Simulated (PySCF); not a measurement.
## How methods differ on the ionisation energy of Cr+

Cr+ [Ar] 3d5 (6S) → Cr(2+) [Ar] 3d4 (5D), as a difference of total energies. Computed with PySCF 2.14 in def2-SVP (5s3p2d1f, 31 functions), with no relativity, point nucleus. Correlated levels: valence: [Ar] frozen. The calculations carry no spin-orbit coupling.

```
           method  ionisation energy (eV)
              UHF                  15.314
            M06-L                  16.548
            B3LYP                  17.158
    MP2 (valence)                  16.040
SCS-MP2 (valence)                  15.556
```

How much does correlation contribute at MP2 (valence)?

16.040 − (15.314) = 0.726 eV, measured against UHF.

These non-relativistic numbers lack the scalar-relativistic shift.

The reference lies between the lowest fine-structure levels, while these numbers refer to the centres of the terms.

Errors of the correlated levels include the incompleteness of this basis and the frozen core.

For comparison: 16.486 eV (measured; NIST Atomic Spectra Database, ionization energies).
